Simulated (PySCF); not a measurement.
Computed XPS line lists of a few unrelated compounds.

Method used: delta-SCF UKS SCAN, pcX-2 on the ionised atom, pcseg-1 elsewhere, spin-free X2C (PySCF). Geometries: PBE0-D3(BJ)/def2-SVP; isolated species, one conformer each.

Line lists (1s up to Mg, 2p3/2 beyond; areas count atoms within a level, one atom standing for each set equivalent by bonding):
1. C 1s: 290.43 (area 2), 291.55 (area 1), 297.95 (area 1) eV; F 1s: 693.84 eV; Si 2p3/2: 106.25 eV
2. C 1s: 289.57 (area 1), 290.44 (area 1), 290.88 (area 1), 291.73 (area 1), 292.08 (area 1), 292.15 (area 1) eV; O 1s: 537.60 eV; F 1s: 691.93 eV; Si 2p3/2: 107.07 eV
3. C 1s: 291.26 (area 1), 292.48 (area 1), 292.59 (area 1), 294.10 (area 1) eV; N 1s: 405.29 eV; F 1s: 693.39 eV
4. C 1s: 291.86 eV; Si 2p3/2: 106.72 (area 1), 106.73 (area 1) eV; Cl 2p3/2: 205.89 eV

Structures:
A. `FC(F)(F)C1C[SiH2][SiH2]C1`
B. `[SiH3][SiH2]CCl`
C. `C=C(C#N)CF`
D. `[C@@H]1(CCO[Si@H]1C#CC)F`

Question: Match each list to its structure.

Answer: 
- 1 = A: no other candidate has this set of levels. C 1s: 290.43 sp3 carbon bound to silicon (×2), 291.55 sp3 CH carbon, 297.95 CF3 carbon; F 1s: 693.84 fluorine of a CF3 group (×3); Si 2p3/2: 106.25 SiH2 silicon (×2).
- 2 = D: no other candidate has this set of levels. C 1s: 289.57 alkyne carbon, 290.44 alkyne carbon, 290.88 ring CH2 carbon, 291.73 propargylic carbon, 292.08 sp3 carbon bound to oxygen, 292.15 sp3 C–F carbon; O 1s: 537.60 silyl ether oxygen; F 1s: 691.93 alkyl fluorine; Si 2p3/2: 107.07 oxygen-bound silicon.
- 3 = C: no other candidate has this set of levels. C 1s: 291.26 terminal =CH2 carbon, 292.48 fully substituted alkene carbon, 292.59 nitrile carbon, 294.10 sp3 C–F carbon; N 1s: 405.29 nitrile nitrogen; F 1s: 693.39 alkyl fluorine.
- 4 = B: no other candidate has this set of levels. C 1s: 291.86 sp3 C–Cl carbon; Si 2p3/2: 106.72 SiH2 silicon, 106.73 SiH3 silicon; Cl 2p3/2: 205.89 alkyl chlorine.

The 2p values add to the ΔSCF energy of one spin-free hole a correction within the shell (spin–orbit coupling, ligand field). 1 of these hole states is spin-contaminated (⟨S²⟩ 0.87, against 0.75; counted from 0.85) and less certain.
